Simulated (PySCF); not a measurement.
## Sc+: interval between two levels

Sc+ [Ar] 3d1 4s1 [3D3, M_J = 3] → Sc+ [Ar] 4s1 4p1 [3P2, M_J = 2], as a difference of total energies. Computed with PySCF 2.14 in x2c-TZVPall-2c, with the two-component X2C-1e Hamiltonian. Correlated levels: [Ne] frozen. "Screened" scales the spin-orbit matrix elements by Boettger's factors to mimic the two-electron term; Breit and QED terms are absent.

| method | interval between two levels (cm⁻¹) |
| --- | --- |
| GHF (spin-free) | 33743 |
| GMP2 (spin-free) | 33045 |
| GHF (screened spin-orbit) | 33791 |
| GMP2 (screened spin-orbit) | 33100 |

The labels give the starting determinants; with spin-orbit coupling the two ends relaxed to ⟨J²⟩ = 12.01, ⟨L²⟩ = 6.01, ⟨S²⟩ = 2.00 and ⟨J²⟩ = 6.52, ⟨L²⟩ = 2.50, ⟨S²⟩ = 2.00.

The determinant of the upper state mixes levels of different J (the jj label is only the starting occupation), so the difference between spin-free and spin-orbit rows is not the physical spin-orbit shift.
